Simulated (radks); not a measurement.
Values are calculated unless marked as measured or tabulated.
Species: Ce. Configuration: [Xe] 4f1 5d1 6s2. Level of theory: Dirac Kohn-Sham, exchange-only B88, spin-unpolarised, spherical densities, finite nucleus; open shells are shared between the two j in proportion to 2j + 1; Fermi nuclear charge, rms radius 4.8771 fm (a radial shooting solver on a logarithmic mesh with Libxc functionals).

Unscreened Slater integrals over Kohn-Sham orbitals (eV). Large and small components are both included. Empty in this configuration: 6p1/2.

F0(5d5/2,5d5/2): 8.1241
F2(5d5/2,5d5/2): 4.0204
F4(5d5/2,5d5/2): 2.5922
F0(5d5/2,5d3/2): 8.2301
F2(5d5/2,5d3/2): 4.0776
G2(5d5/2,5d3/2): 4.0761
G4(5d5/2,5d3/2): 2.6302
F0(5d5/2,6s1/2): 6.3196
G2(5d5/2,6s1/2): 2.0518
F0(5d5/2,4f7/2): 10.627
F2(5d5/2,4f7/2): 2.7664
F4(5d5/2,4f7/2): 1.3979
G1(5d5/2,4f7/2): 1.6207
G3(5d5/2,4f7/2): 1.1962
G5(5d5/2,4f7/2): 0.88507
F0(5d5/2,6p1/2): 4.9035
G3(5d5/2,6p1/2): 0.85977
F0(5d3/2,5d3/2): 8.3401
F2(5d3/2,5d3/2): 4.1397
F0(5d3/2,6s1/2): 6.3642
G2(5d3/2,6s1/2): 1.9865
F0(5d3/2,4f7/2): 10.862
F2(5d3/2,4f7/2): 2.8894
G3(5d3/2,4f7/2): 1.2674
G5(5d3/2,4f7/2): 0.93681
F0(5d3/2,6p1/2): 4.9239
G1(5d3/2,6p1/2): 1.1869
F0(6s1/2,6s1/2): 5.5322
F0(6s1/2,4f7/2): 7.1980
G3(6s1/2,4f7/2): 0.29964
F0(6s1/2,6p1/2): 4.5504
G1(6s1/2,6p1/2): 2.7138
F0(4f7/2,4f7/2): 22.921
F2(4f7/2,4f7/2): 10.558
F4(4f7/2,4f7/2): 6.5598
F6(4f7/2,4f7/2): 4.7013
F0(4f7/2,6p1/2): 5.2954
G4(4f7/2,6p1/2): 0.12897
F0(6p1/2,6p1/2): 3.9745
